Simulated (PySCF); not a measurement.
Sn(OH)(OMe) (CH4O2Sn), SMILES C[O][Sn][OH] (connectivity only; charge and spin as stated), neutral, multiplicity 1.

Geometry: B3LYP-D3(BJ)/def2-SVP. The def2 effective core potentials stand for the cores of Sn; spin–orbit coupling is left out. Other conformers were not sampled.

Level of theory: C-PCM-ωB97X/def2-SVP (PySCF 2.14.0).

The values are the electrostatic part of the solvation free energy, E(continuum) − E(gas) at the gas-phase geometry, in a cavity of scaled van der Waals radii (PySCF's table); cavitation and dispersion terms are not included. A continuum can't describe solvent molecules that bind to the metal. In vacuum the orbital gap is 9.82 eV. The dipole moment in vacuum is 0.27 D.

**Question.** Estimate the values in water (ε = 78.36), 1-octanol (ε = 9.86), methanol (ε = 32.61). (An estimate is asked for; the answer gives what the named calculation found.)

**Answer.** 
| solvent | ε | ΔG(elec) (kcal/mol) | dipole (D) | gap (eV) |
|---|---|---|---|---|
| water | 78.36 | -6.5 | 0.21 | 9.94 |
| 1-octanol | 9.86 | -5.8 | 0.22 | 9.93 |
| methanol | 32.61 | -6.4 | 0.21 | 9.94 |
